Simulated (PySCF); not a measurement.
Vibration and rotation of CsSr

PBE0 constants of CsSr, ²Σ⁺ (doublet), unpaired electrons σ ↑ (PySCF, spin-free X2C with a Gaussian nucleus, basis sets Cs x2c-TZVPall, Sr x2c-TZVPall; masses 132.9054 and 87.9056 u):

- ωe: 38.3 cm⁻¹
- ωexe: 0.203 cm⁻¹
- Be: 0.013382 cm⁻¹
- αe: 7.66e-05 cm⁻¹
- D (centrifugal): 6.52e-09 cm⁻¹
- De to Cs + Sr: 0.187 eV

Task: Give the vibrational terms G(v) and spacings up to v = 3.

Result: G(v) = ωe(v+½) − ωexe(v+½)².

| v | G(v) (cm⁻¹) | G(v) − G(v−1) | Bv (cm⁻¹) |
| --- | --- | --- | --- |
| 0 | 19.1 |  | 0.01334 |
| 1 | 57.0 | 37.9 | 0.01327 |
| 2 | 94.5 | 37.5 | 0.01319 |
| 3 | 131.6 | 37.1 | 0.01311 |

Task: How well does the Morse estimate ωe²/(4ωexe) reproduce De, and what is D0?

Result: It gives 0.224 eV, 120 % of the computed De. D0 = De − G(0) = 0.187 − 0.002 = 0.185 eV.

The bond is weak. Basis-set superposition, not corrected here, can be much of De in a small basis, most of all at correlated wavefunction levels. Functionals without a dispersion term scatter widely for such bonds, and LDA overbinds them. Spin–orbit coupling is left out. The state was picked by a PBE0 search and need not be the measured ground state.
